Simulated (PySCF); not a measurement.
**How methods differ on the interval between two levels of N(2+)**

N(2+) [He] 2s2 2p1 [2P3/2, M_J = 3/2] → N(2+) [He] 2s1 2p2 [4P5/2, M_J = 5/2], as a difference of total energies. All numbers are calculated (PySCF 2.14, the two-component X2C-1e Hamiltonian, in x2c-SVPall-2c with one added diffuse shell of s type (4s2p1d, 15 functions)). Correlated levels: 1s2 frozen. "Screened" scales the spin-orbit matrix elements by Boettger's factors to mimic the two-electron term; Breit and QED terms are absent.

| method | interval between two levels (cm⁻¹) |
| --- | --- |
| GHF (spin-free) | 37110 |
| GMP2 (spin-free) | 46032 |
| GHF (screened spin-orbit) | 37110 |
| GMP2 (screened spin-orbit) | 46033 |

The labels give the starting determinants; with spin-orbit coupling the two ends relaxed to ⟨J²⟩ = 3.75, ⟨L²⟩ = 2.00, ⟨S²⟩ = 0.75 and ⟨J²⟩ = 8.75, ⟨L²⟩ = 2.00, ⟨S²⟩ = 3.75.
